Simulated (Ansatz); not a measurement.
Reaction (redistribution): `O[SiH](Cl)O[SiH2]Cl` + `O[SiH](Cl)[SiH2]F` → `O[Si@@H](Cl)[Si@@H](O)Cl` + `F[SiH2]O[SiH2]Cl`

Computed with Ansatz on PBE0-D4/def2-TZVP structures; ΔE is electronic, products minus reactants. CBS: MP2 limit from def2 TZ/QZ plus the TZ coupled-cluster correction, frozen cores. DFT in def2-TZVPP. Each species was taken in one conformer, which may not be the lowest.

```json
{"level": "r2SCAN-D4", "ΔE (kcal/mol)": "0.7"}
{"level": "CCSD(T)/def2-TZVPP", "ΔE (kcal/mol)": "0.2"}
{"level": "SCS-MP2/def2-QZVPP", "ΔE (kcal/mol)": "-0.2"}
{"level": "CCSD/CBS(def2)", "ΔE (kcal/mol)": "0.1"}
```

Question: What does CCSD(T)/CBS give? (Estimate.)

Answer: Computed: +0.2 kcal/mol. The listed levels differ from it by 0.5, 0.0, -0.4, -0.1 kcal/mol.

Largest T1 diagnostic among the species: 0.012.
